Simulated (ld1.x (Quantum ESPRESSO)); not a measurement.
## Which change was made? (Pd, RRKJ)

ld1.x (Quantum ESPRESSO) 7.5 input, shortened:

```
&input
   title='Pd', zed=46., rel=1, dft='PW91', iswitch=3,
   config='[Kr] 4d8 4f-2 5s0 5p0'
 /
 &inputp
   pseudotype=2, tm=.false., lloc=-1, rcloc=1.50,
   nlcc=.false.
 /
4
4S  1  0   2.00   0.00  1.45  1.45  0.0
4P  2  1   6.00   0.00  1.35  1.35  0.0
4D  3  2   8.00   0.00  1.95  1.95  0.0
4F  4  3  -2.00  -0.05  1.55  1.55  0.0
 &test
   configts(1)='4s2 4p6 4d8 5s0 5p0'
 /
```

Cutoffs, loose and tight: the cutoffs (Ry, on a coarse ladder) from which the occupation-weighted sum of valence levels, in a spherical-Bessel basis at the reference potential, stays within 10 and 1 mRy of its value at 400 Ry. They do not see the model core or the augmentation charge, which bear on the density cutoff. Test errors are all-electron minus pseudo excitation energies from the reference, over the configurations 4s2 4p6 4d10 5s0 5p0; 4s2 4p6 4d9 5s0 5p0; 4s2 4p6 4d7 5s0 5p0; 4s2 4p5 4d10 5s0 5p0; 4s2 4p6 4d9.5 5s0 5p0; 4s1 4p6 4d10 5s0 5p0; 4s2 4p6 4d9 5s0 5p1; variants that change the core or the reference have their own tests. The largest error is taken over the tests solved by every variant that gives reliable tests at all, those not shown here included: 4s1 4p6 4d10 5s0 5p0; 4s2 4p5 4d10 5s0 5p0; 4s2 4p6 4d7 5s0 5p0; 4s2 4p6 4d9 5s0 5p0; 4s2 4p6 4d9 5s0 5p1; 4s2 4p6 4d9.5 5s0 5p0.

The base gives: outcome: generated; cutoff, loose: 80 Ry; cutoff, tight: 120 Ry; bound ghosts: none; largest test error (meV): -239.

(1) After one change the result is: outcome: generated; bound ghosts: p1/2, s, p3/2; largest test error (meV): -209. Which change was it?
A. fully relativistic
B. all radii scaled by about 1.26 (s 1.82, p 1.70, d 2.46, f 1.94 bohr); local potential all-electron potential smoothed inside 1.88 bohr (lloc = -1)
C. local potential all-electron potential smoothed inside 0.72 bohr (lloc = -1)

Answers

(1) A. The others give: local potential all-electron potential smoothed inside 0.72 bohr (lloc = -1) → outcome: generated; cutoff, loose: 80 Ry; cutoff, tight: 120 Ry; bound ghosts: s; largest test error (meV): -227 | all radii scaled by about 1.26 (s 1.82, p 1.70, d 2.46, f 1.94 bohr); local potential all-electron potential smoothed inside 1.88 bohr (lloc = -1) → outcome: generated; cutoff, loose: 35 Ry; cutoff, tight: 45 Ry; bound ghosts: none; largest test error (meV): -842.
